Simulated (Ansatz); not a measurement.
**Which is lower?**

The two ends of one reaction step of SiNH₄Cl₃, singlet (PBE0-D4/def2-TZVP).

A:

Si1  (-1.052, -0.057, 0.318)
Cl2  (2.023, 1.529, -1.779)
Cl3  (-1.747, -0.714, -1.473)
Cl4  (-2.093, -0.992, 1.810)
H5  (-1.257, 1.391, 0.471)
H6  (1.445, 0.713, -0.928)
N7  (0.633, -0.399, 0.344)
H8  (0.913, -1.327, 0.050)
H9  (1.135, -0.144, 1.185)
(Å)

B:

```
9
angstrom
Si -0.7546 0.5311 -0.1127
Cl 0.6306 2.0755 -0.4355
Cl -1.1978 -0.7873 -1.6854
Cl -1.2023 -0.0429 1.8567
H -1.9539 1.3753 -0.2914
H 1.4684 -0.6299 -0.7117
N 0.9089 -0.6397 0.1356
H 0.6321 -1.5954 0.3385
H 1.4686 -0.2867 0.9059
```

Program: Ansatz 0.2.0. Basis: def2-TZVPP. Cores are frozen in the correlated methods. B3LYP uses VWN-RPA correlation.

(1) Which structure is lower at CCSD(T), and by how much? (To be estimated.)

T1 diagnostic: at most 0.009.

Answers

(1) By the calculation: B, by 5.34 kcal/mol (electronic energy, against the other). By their contacts, A is a complex of SiNH₃Cl₂ ([NH2][SiH]([Cl])[Cl]) + HCl and B is SiNH₄Cl₃ ([NH3][SiH]([Cl])([Cl])[Cl]).

All methods give the same order:

| method | E(B) − E(A) (kcal/mol) |
| --- | --- |
| SPW92 | -9.90 |
| PBE-D4 | -7.05 |
| BLYP-D4 | -3.83 |
| r2SCAN-D4 | -7.14 |
| B97M-V | -7.10 |
| PBE0-D4 | -7.36 |
| B3LYP-D4 | -4.23 |
| r2SCAN0-D4 | -7.37 |
| BHLYP-D4 | -4.69 |
| CAM-B3LYP-D4 | -4.03 |
| wB97X-V | -6.48 |
| wB97M-V | -7.32 |
| B2PLYP | -4.00 |
| PBE-QIDH | -7.34 |
| RPA on PBE | -4.62 |
| HF | -0.08 |
| MP2 | -6.60 |
| CCSD | -4.52 |
| CCSD(T) | -5.34 |

Labels in which every atom is bracketed show which atoms are joined, not bond orders.

For scale, one of the runs: CCSD(T)/def2-TZVPP, 255 basis functions, launched by `ansatz run in.yaml --threads 8 --pin off --events-out ev --progress --plain --max-ram 19148MiB`. Hardware: 8 CPU threads of an Arm Neoverse V2, shared host. Wall time 93 s; peak host memory 5.2 GiB.
